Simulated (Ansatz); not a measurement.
Isolated molecules relaxed with PBE0-D4/def2-TZVP in Ansatz; ΔE leaves out vibrations. CCSD(T)/CBS is the MP2 limit (def2-TZVPP, def2-QZVPP) plus CCSD(T) − MP2 in def2-TZVPP, frozen cores. DFT in def2-TZVPP. For Ge outer-core shells are correlated without core-valence functions, which leaves a few kJ/mol of doubt a bond. Scalar relativity is left out up to krypton. One conformer a species, not always the lowest.

Consider the redistribution: `[NH2][Al]([OH])[SiH3]` + `[NH2][Ge]([Cl])([Cl])[Cl]` → `[OH][Al]([SiH3])[Cl]` + `[NH2][Ge]([NH2])([Cl])[Cl]`.

Q: Is it downhill or uphill in electronic energy at CCSD(T)/CBS, and by how much? (An estimate is asked.)

A: Ansatz gave: Downhill: ΔE = -37.9 kJ/mol.

Q: What do these levels give: revPBE-D4, B97M-V, r2SCANh-D4, BHLYP-D4, ωB97X-V, PBE-QIDH, CAM-B3LYP, LC-ωPBE, CCSD(T)/def2-SVP, SCS-MP2/def2-QZVPP, HF/CBS(def2), CCSD/CBS(def2)? (Estimate.)

A: The calculation gave: revPBE-D4 -31.5, B97M-V -32.8, r2SCANh-D4 -35.0, BHLYP-D4 -35.7, ωB97X-V -36.5, PBE-QIDH -38.0, CAM-B3LYP -34.9, LC-ωPBE -37.1, CCSD(T)/def2-SVP -42.6, SCS-MP2/def2-QZVPP -37.1, HF/CBS(def2) -41.3, CCSD/CBS(def2) -38.8 kJ/mol.

Largest T1 diagnostic among the species: 0.013.

In def2-TZVPP, CCSD(T) changes the Hartree–Fock value by +5.1 kJ/mol (the triples alone add +0.9 kJ/mol) and MP2 by +5.1 kJ/mol. At CCSD(T), def2-SVP lies −4.7 kJ/mol from the extrapolated value and def2-TZVPP +0.3 kJ/mol.
